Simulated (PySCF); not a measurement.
**Electron correlation in Sn²⁺ (tin, charge +2)**

[Kr] 4d10 5s2, closed-shell 1S. Computed with PySCF 2.14 in aug-cc-pVTZ-PP with one added diffuse shell each of d, f type with ECP28MDF (6s5p5d3f, 67 functions), with a scalar-relativistic core potential. Frozen: 4s2 4p6 4d10; 2 electrons correlated.

With two correlated electrons CCSD is exact within the correlated space (frozen core and kept virtual orbitals).

```tsv
level	correlation energy (mhartree)
CCSD	-34.16
```

Diagnostics: T1 = 0.0039, D1 = 0.0055, largest double amplitude 0.100.

Cost of the coupled-cluster step: about 0.8 core-seconds, for 2 correlated electrons.

Iterations:

```
CC2 = 0
CCSD nocc = 1, nmo = 58
frozen orbitals [0, 1, 2, 3, 4, 5, 6, 7, 8]
max_cycle = 100
direct = 0
conv_tol = 1e-08
conv_tol_normt = 1e-06
diis_space = 8
diis_start_cycle = 0
Init t2, MP2 energy = -212.608046905476  E_corr(MP2) -0.0247470105868358
Init E_corr(CCSD) = -0.0247470105884957
cycle = 1  E_corr(CCSD) = -0.0306145280263521  dE = -0.00586751744  norm(t1,t2) = 0.0397988
cycle = 2  E_corr(CCSD) = -0.032701712315859  dE = -0.00208718429  norm(t1,t2) = 0.0164831
cycle = 3  E_corr(CCSD) = -0.0341757677701417  dE = -0.00147405545  norm(t1,t2) = 0.00706341
cycle = 4  E_corr(CCSD) = -0.0341633550704841  dE = 1.24126997e-05  norm(t1,t2) = 0.000194384
cycle = 5  E_corr(CCSD) = -0.0341648623504961  dE = -1.50728001e-06  norm(t1,t2) = 1.58932e-05
cycle = 6  E_corr(CCSD) = -0.0341641494878868  dE = 7.12862609e-07  norm(t1,t2) = 3.04826e-06
cycle = 7  E_corr(CCSD) = -0.0341642282981054  dE = -7.88102186e-08  norm(t1,t2) = 5.22944e-07
cycle = 8  E_corr(CCSD) = -0.0341642345718224  dE = -6.27371695e-09  norm(t1,t2) = 4.02269e-08
CCSD converged
E(CCSD) = -212.6174641294613  E_corr = -0.03416423457182236
```
